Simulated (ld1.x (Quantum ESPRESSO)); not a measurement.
**PBE PAW dataset for H (Z = 1), scalar-relativistic all-electron reference.**

The input file (ld1.x (Quantum ESPRESSO) 7.5):

```
&input
   title='H', zed=1., rel=1, dft='PBE', iswitch=3,
   config='1s1 2p-2',
   nld=2, rlderiv=0.95, eminld=-2.0, emaxld=5.0, deld=0.02
 /
 &inputp
   pseudotype=3, lpaw=.true., tm=.true., lloc=-1, rcloc=0.80,
   nlcc=.false.,
   which_augfun='BG', rmatch_augfun=0.60,
   file_pseudopw='H.UPF', file_wfcaegen='ae.wfc', file_wfcncgen='nc.wfc', file_beta='beta', file_chi='chi', file_wfcusgen='us.wfc'
 /
4
1S  1  0   1.00   0.00  0.60  0.85  0.0
1S  1  0   0.00   0.75  0.60  0.85  0.0
2P  2  1  -2.00   0.25  0.60  0.75  0.0
2P  2  1  -2.00   2.30  0.60  0.75  0.0
 &test
   configts(1)='1s1'
 /
```

Command:

```bash
ld1.x < H.in > H.out
```

Resulting log (shortened: banner, matrices, multipoles, cross overlaps and the repeated all-electron block are left out):

```
Program LD1 v.7.5
     --------------------------- All-electron run ----------------------------

     H
     scalar relativistic calculation

     atomic number is  1.00
     dft =PBE   lsd =0 sic =0 latt =0  beta=0.20 tr2=1.0E-14
     Exchange-correlation= PBE
                           (   1   4   3   4   0   0   0)
     mesh = 929 r(mesh) =  99.48432 a.u. xmin = -7.00 dx = 0.01250
     1 Ry =  13.60569312 eV, c = 137.03599908

     n l     nl                  e(Ry)          e(Ha)          e(eV)
     1 0     1S 1( 1.00)        -0.4772        -0.2386        -6.4927

     final scf error:  1.6E-15 reached in  21 iterations

     Etot =      -0.917879 Ry,      -0.458940 Ha,     -12.488386 eV

     Ekin =       0.894520 Ry,       0.447260 Ha,      12.170568 eV
     Encl =      -1.889285 Ry,      -0.944642 Ha,     -25.705025 eV
     Eh   =       0.579625 Ry,       0.289813 Ha,       7.886206 eV
     Exc  =      -0.502741 Ry,      -0.251370 Ha,      -6.840135 eV

     normalization and overlap integrals

     s(1S/1S) =  1.000000  <r> =   1.6358  <r2> =    3.6635  r(max) =   1.0253

     ------------------------ End of All-electron run ------------------------

     --------------------- Generating PAW atomic setup --------------------

      Generating local potential from pseudized AE potential:
      Matching radius rcloc =   0.8000

      Local pseudo, rcloc= 0.799 Estimated cut-off energy=    35.80 Ry

      Computing core charge for PAW:
      Integrated core pseudo-charge :   0.00
      Wfc-us  1S rcutus= 0.839  Estimated cut-off energy=    62.05 Ry
      Wfc-us  1S rcutus= 0.839  Estimated cut-off energy=    64.98 Ry
      Wfc-us  2P rcutus= 0.741  Estimated cut-off energy=   123.72 Ry
      Wfc-us  2P rcutus= 0.741  Estimated cut-off energy=   125.73 Ry

     Required augmentation: BG   radius:    0.600000
     Message from routine us2paw:
     WARNING: using Bloechl style augmentation functions is not a good idea, as analytical overlap are not implemented in pwscf: use BESSEL or GAUSS instead.
     Message from routine us2paw:
     WARNING: using Bloechl style augmentation functions is not a good idea, as analytical overlap are not implemented in pwscf: use BESSEL or GAUSS instead.
     Message from routine us2paw:
     WARNING: using Bloechl style augmentation functions is not a good idea, as analytical overlap are not implemented in pwscf: use BESSEL or GAUSS instead.
     Message from routine us2paw:
     WARNING: using Bloechl style augmentation functions is not a good idea, as analytical overlap are not implemented in pwscf: use BESSEL or GAUSS instead.
     [... 1 repeated lines left out ...]
     WARNING: using Bloechl style augmentation functions is not a good idea, as analytical overlap are not implemented in pwscf: use BESSEL or GAUSS instead.
     [... 1 repeated lines left out ...]
     WARNING: using Bloechl style augmentation functions is not a good idea, as analytical overlap are not implemented in pwscf: use BESSEL or GAUSS instead.
     [... 1 repeated lines left out ...]
     WARNING: using Bloechl style augmentation functions is not a good idea, as analytical overlap are not implemented in pwscf: use BESSEL or GAUSS instead.
     [... 1 repeated lines left out ...]
     WARNING: using Bloechl style augmentation functions is not a good idea, as analytical overlap are not implemented in pwscf: use BESSEL or GAUSS instead.
     [... 1 repeated lines left out ...]
     WARNING: using Bloechl style augmentation functions is not a good idea, as analytical overlap are not implemented in pwscf: use BESSEL or GAUSS instead.
     [... 1 repeated lines left out ...]
     WARNING: using Bloechl style augmentation functions is not a good idea, as analytical overlap are not implemented in pwscf: use BESSEL or GAUSS instead.
     [... 1 repeated lines left out ...]
     WARNING: using Bloechl style augmentation functions is not a good idea, as analytical overlap are not implemented in pwscf: use BESSEL or GAUSS instead.
     [... 1 repeated lines left out ...]
     WARNING: using Bloechl style augmentation functions is not a good idea, as analytical overlap are not implemented in pwscf: use BESSEL or GAUSS instead.
     [... 1 repeated lines left out ...]
     WARNING: using Bloechl style augmentation functions is not a good idea, as analytical overlap are not implemented in pwscf: use BESSEL or GAUSS instead.
     [... 1 repeated lines left out ...]
     WARNING: using Bloechl style augmentation functions is not a good idea, as analytical overlap are not implemented in pwscf: use BESSEL or GAUSS instead.
     [... 1 repeated lines left out ...]
     WARNING: using Bloechl style augmentation functions is not a good idea, as analytical overlap are not implemented in pwscf: use BESSEL or GAUSS instead.
     [... 1 repeated lines left out ...]
     WARNING: using Bloechl style augmentation functions is not a good idea, as analytical overlap are not implemented in pwscf: use BESSEL or GAUSS instead.
     [... 1 repeated lines left out ...]
     WARNING: using Bloechl style augmentation functions is not a good idea, as analytical overlap are not implemented in pwscf: use BESSEL or GAUSS instead.
     [... 1 repeated lines left out ...]
     WARNING: using Bloechl style augmentation functions is not a good idea, as analytical overlap are not implemented in pwscf: use BESSEL or GAUSS instead.
     [... 1 repeated lines left out ...]
     WARNING: using Bloechl style augmentation functions is not a good idea, as analytical overlap are not implemented in pwscf: use BESSEL or GAUSS instead.
     [... 1 repeated lines left out ...]
     WARNING: using Bloechl style augmentation functions is not a good idea, as analytical overlap are not implemented in pwscf: use BESSEL or GAUSS instead.
     [... 1 repeated lines left out ...]
     WARNING: using Bloechl style augmentation functions is not a good idea, as analytical overlap are not implemented in pwscf: use BESSEL or GAUSS instead.
     Gaussians generated with zeta:    76.562500

     Estimated PAW energy =   -0.917880 Ryd

     ------------------- End of pseudopotential generation -------------------

     Computing logarithmic derivative in   0.94532
     Computing logarithmic derivative in   0.94532
     Computing the partial wave expansion
     R is outside the sphere for l=    0 j= 0.00
     R is outside the sphere for l=    0 j= 0.00
     R is outside the sphere for l=    1 j= 0.00
     R is outside the sphere for l=    1 j= 0.00

     ---------------------- Testing the pseudopotential ----------------------

     H
     scalar relativistic calculation

     atomic number is  1.00   valence charge is  1.00
     dft = SLA  PW   PBX  PBC   lsd =0 sic =0 latt =0  beta=0.20 tr2=1.0E-14
     mesh = 929 r(mesh) =  99.48432 xmin = -7.00 dx = 0.01250

     n l     nl             e AE (Ry)        e PS (Ry)    De AE-PS (Ry)
     1 0     1S   1( 1.00)       -0.47721       -0.47721        0.00000

     eps = 6.8E-19  iter =  4

     Etot =      -0.917879 Ry,      -0.458940 Ha,     -12.488386 eV
     Etotps =    -0.917885 Ry,      -0.458942 Ha,     -12.488461 eV

     Ekin =       0.894517 Ry,       0.447258 Ha,      12.170519 eV
     Encl =      -1.889287 Ry,      -0.944643 Ha,     -25.705055 eV
     Ehrt =       0.579626 Ry,       0.289813 Ha,       7.886220 eV
     Ecxc =      -0.502741 Ry,      -0.251371 Ha,      -6.840144 eV

     ---------------------- End of pseudopotential test ----------------------
```

Generation and configuration tests took about 0.43 s on one core of a shared server CPU.

Transferability test of the new file with ld1.x, input:

```
&input
   title='H', zed=1., rel=1, dft='PBE', iswitch=2,
   config='1s1 2p-2'
 /
 &test
   file_pseudo='H.UPF', nconf=2,
   configts(1)='1s1',
   configts(2)='1s0.5'
 /
```

```bash
ld1.x < H.test.in > H.test.out
```

Pseudopotential blocks of its output, shortened (energy terms left out):

```
     ---------------------- Testing the pseudopotential ----------------------

     n l     nl             e AE (Ry)        e PS (Ry)    De AE-PS (Ry)
     1 0     1S   1( 1.00)       -0.47721       -0.47721        0.00000

     eps = 9.4E-19  iter =  4

     Etot =      -0.917879 Ry,      -0.458940 Ha,     -12.488386 eV
     Etotps =    -0.917885 Ry,      -0.458942 Ha,     -12.488461 eV

     ---------------------- End of pseudopotential test ----------------------

          ---------------------- Testing the pseudopotential ----------------------

     n l     nl             e AE (Ry)        e PS (Ry)    De AE-PS (Ry)
     1 0     1S   1( 0.50)       -0.93203       -0.93203        0.00000

     eps = 7.1E-16  iter =  6

     Etot =      -0.567897 Ry,      -0.283948 Ha,      -7.726632 eV
     Etotps =    -0.567901 Ry,      -0.283951 Ha,      -7.726688 eV
     dEtot_ae =       0.349982 Ry
     dEtot_ps =       0.349984 Ry,   Delta E=      -0.000001 Ry

     ---------------------- End of pseudopotential test ----------------------
```
